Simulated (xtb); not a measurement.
A run for xtb: GFN1-xTB on ClH5OSi (a complex), monomers drawn apart or pushed together.

```
$ xtb mol.xyz --gfn 1 --sp --chrg 0 --uhf 0
8

O      0.09649005    -0.38124144     0.07613971
H      0.78542324    -0.95395377    -0.27665189
H      0.56608962     0.32634946     0.53390192
Si    -0.35637809    -0.73678701     5.77803791
Cl     1.02691694     0.81898508     5.69787981
H     -0.61901472    -0.98021965     7.21142486
H      0.24554538    -1.93281001     5.16500462
H     -1.58662907    -0.31376984     5.09186349
```

Output:

```
[...]
           -------------------------------------------------
          |                Calculation Setup                |
           -------------------------------------------------



molecular fragmentation (1/2 indicates fragments):
11122222
# atoms in fragment 1/2:     3     5
 fragment masses (1/2) :       18.02       66.56
CMA distance (Bohr)    :  10.728
constraining FC (au)   :  0.0500

           -------------------------------------------------
          |                 G F N 1 - x T B                 |
           -------------------------------------------------

        Reference                      10.1021/acs.jctc.7b00118
      * Hamiltonian:
        H0-scaling (s, p, d)           1.850000    2.250000    2.000000
        zeta-weighting                 0.000000
      * Dispersion:
        s8                             2.400000
        a1                             0.630000
        a2                             5.000000
        s9                             0.000000
      * Repulsion:
        kExp                           1.500000
        rExp                           1.000000
      * Coulomb:
        alpha                          2.000000
        third order                    atomic
        anisotropic                    false
      * Halogen bond correction:
        rad-scale                      1.300000
        damping                        0.440000


          ...................................................
          :                      SETUP                      :
          :.................................................:
          :  # basis functions                  34          :
          :  # atomic orbitals                  32          :
          :  # shells                           18          :
          :  # electrons                        22          :
          :  # halogen bonds                     1          :
          :  max. iterations                   250          :
          :  Hamiltonian                  GFN1-xTB          :
          :  restarted?                      false          :
          :  GBSA solvation                  false          :
          :  PC potential                    false          :
          :  electronic temp.          300.0000000     K    :
          :  accuracy                    1.0000000          :
          :  -> integral cutoff          0.2500000E+02      :
          :  -> integral neglect         0.1000000E-07      :
          :  -> SCF convergence          0.1000000E-05 Eh   :
          :  -> wf. convergence          0.2000000E-04 e    :
          :  Broyden damping             0.4000000          :
          :  net charge                          0          :
          :  unpaired electrons                  0          :
          ...................................................

 iter      E             dE          RMSdq      gap      omega  full diag
   1    -13.6291545 -0.136292E+02  0.502E+00    7.14       0.0  T
   2    -13.6372721 -0.811755E-02  0.279E+00    7.15       1.0  T
   3    -13.6381344 -0.862302E-03  0.468E-01    6.83       1.0  T
   4    -13.6386983 -0.563991E-03  0.178E-01    6.99       1.0  T
   5    -13.6388069 -0.108507E-03  0.579E-02    6.98       1.0  T
   6    -13.6388316 -0.247649E-04  0.377E-03    6.96       9.4  T
   7    -13.6388317 -0.668051E-07  0.125E-03    6.97      28.4  T
   8    -13.6388317 -0.746403E-08  0.158E-04    6.97     223.8  T
   9    -13.6388317 -0.104052E-09  0.184E-05    6.97    1923.7  T

   *** convergence criteria satisfied after 9 iterations ***

         #    Occupation            Energy/Eh            Energy/eV
      -------------------------------------------------------------
         1        2.0000           -0.9182711             -24.9874
       ...           ...                  ...                  ...
         5        2.0000           -0.5479932             -14.9117
         6        2.0000           -0.4999103             -13.6033
         7        2.0000           -0.4948631             -13.4659
         8        2.0000           -0.4948458             -13.4654
         9        2.0000           -0.4926441             -13.4055
        10        2.0000           -0.4655872             -12.6693
        11        2.0000           -0.4635377             -12.6135 (HOMO)
        12                         -0.2075651              -5.6481 (LUMO)
        13                         -0.1779966              -4.8435
        14                         -0.1721344              -4.6840
        15                         -0.1579772              -4.2988
        16                         -0.0803266              -2.1858
       ...                                ...                  ...
        32                          1.3005722              35.3904
      -------------------------------------------------------------
                  HL-Gap            0.2559725 Eh            6.9654 eV
             Fermi-level           -0.3355514 Eh           -9.1308 eV

 SCC (total)                   0 d,  0 h,  0 min,  0.004 sec
 SCC setup                      ...        0 min,  0.000 sec (  1.772%)
 Dispersion                     ...        0 min,  0.000 sec (  0.875%)
 classical contributions        ...        0 min,  0.000 sec (  0.563%)
 integral evaluation            ...        0 min,  0.001 sec ( 25.812%)
 iterations                     ...        0 min,  0.001 sec ( 32.433%)
 molecular gradient             ...        0 min,  0.001 sec ( 35.685%)
 printout                       ...        0 min,  0.000 sec (  2.626%)

         :::::::::::::::::::::::::::::::::::::::::::::::::::::
         ::                     SUMMARY                     ::
         :::::::::::::::::::::::::::::::::::::::::::::::::::::
         :: total energy             -13.571054154399 Eh    ::
         :: gradient norm              0.043391013590 Eh/a0 ::
         :: HOMO-LUMO gap              6.965367036163 eV    ::
         ::.................................................::
         :: SCC energy               -13.638831690397 Eh    ::
         :: -> electrostatic           0.052604906622 Eh    ::
         :: repulsion energy           0.069194385825 Eh    ::
         :: dispersion energy         -0.001416849827 Eh    ::
         :: halogen bond corr.         0.000000000000 Eh    ::
         :: add. restraining           0.000000000000 Eh    ::
         :: total charge               0.000000000000 e     ::
         :::::::::::::::::::::::::::::::::::::::::::::::::::::

           -------------------------------------------------
          |                Property Printout                |
           -------------------------------------------------

    * Orbital Energies and Occupations

         #    Occupation            Energy/Eh            Energy/eV
      -------------------------------------------------------------
         1        2.0000           -0.9182711             -24.9874
         2        2.0000           -0.7576904             -20.6178
         3        2.0000           -0.6247570             -17.0005
         4        2.0000           -0.6107679             -16.6198
         5        2.0000           -0.5479932             -14.9117
         6        2.0000           -0.4999103             -13.6033
         7        2.0000           -0.4948631             -13.4659
         8        2.0000           -0.4948458             -13.4654
         9        2.0000           -0.4926441             -13.4055
        10        2.0000           -0.4655872             -12.6693
        11        2.0000           -0.4635377             -12.6135 (HOMO)
        12                         -0.2075651              -5.6481 (LUMO)
        13                         -0.1779966              -4.8435
Note: The following floating-point exceptions are signalling: IEEE_DENORMAL
normal termination of xtb
        14                         -0.1721344              -4.6840
        15                         -0.1579772              -4.2988
        16                         -0.0803266              -2.1858
        17                         -0.0786192              -2.1393
        18                         -0.0619791              -1.6865
        19                         -0.0614222              -1.6714
        20                         -0.0601292              -1.6362
        21                         -0.0509853              -1.3874
        22                         -0.0498611              -1.3568
       ...                                ...                  ...
        32                          1.3005722              35.3904
      -------------------------------------------------------------
                  HL-Gap            0.2559725 Eh            6.9654 eV
             Fermi-level           -0.3355514 Eh           -9.1308 eV

  Mulliken/CM5 charges         n(s)   n(p)   n(d)
     1O    -0.66817 -0.99924   1.694  4.974  0.000
     2H     0.33404  0.49997   0.666  0.000  0.000
     3H     0.33415  0.49930   0.666  0.000  0.000
     4Si    0.29796  0.01276   1.260  1.759  0.683
     5Cl   -0.10138 -0.06461   1.894  5.215 -0.007
     6H    -0.06943  0.01268   1.069  0.000  0.000
     7H    -0.06516  0.01783   1.065  0.000  0.000
     8H    -0.06202  0.02132   1.062  0.000  0.000

Wiberg/Mayer (AO) data.
largest (>0.10) Wiberg bond orders for each atom

 ---------------------------------------------------------------------------
     #   Z sym  total        # sym  WBO       # sym  WBO       # sym  WBO
 ---------------------------------------------------------------------------
     1   8 O    1.789 --     2 H    0.895     3 H    0.895
     2   1 H    0.895 --     1 O    0.895
     3   1 H    0.895 --     1 O    0.895
     4  14 Si   4.248 --     5 Cl   1.438     6 H    0.937     7 H    0.937
                             8 H    0.937
     5  17 Cl   1.481 --     4 Si   1.438
     6   1 H    0.992 --     4 Si   0.937
     7   1 H    0.992 --     4 Si   0.937
     8   1 H    0.992 --     4 Si   0.937
 ---------------------------------------------------------------------------

Topologies differ in total number of bonds
Writing topology from bond orders to xtbtopo.mol

 dipole moment from electron density (au)
     X       Y       Z
   0.7476  -0.2544   0.0470  total (Debye):    2.011


           -------------------------------------------------
          | TOTAL ENERGY              -13.571054154399 Eh   |
          | GRADIENT NORM               0.043391013590 Eh/α |
          | HOMO-LUMO GAP               6.965367036163 eV   |
           -------------------------------------------------

------------------------------------------------------------------------
------------------------------------------------------------------------
 total:
 SCF:
```

The run finished.

Cost: very roughly 0.020 core-seconds.
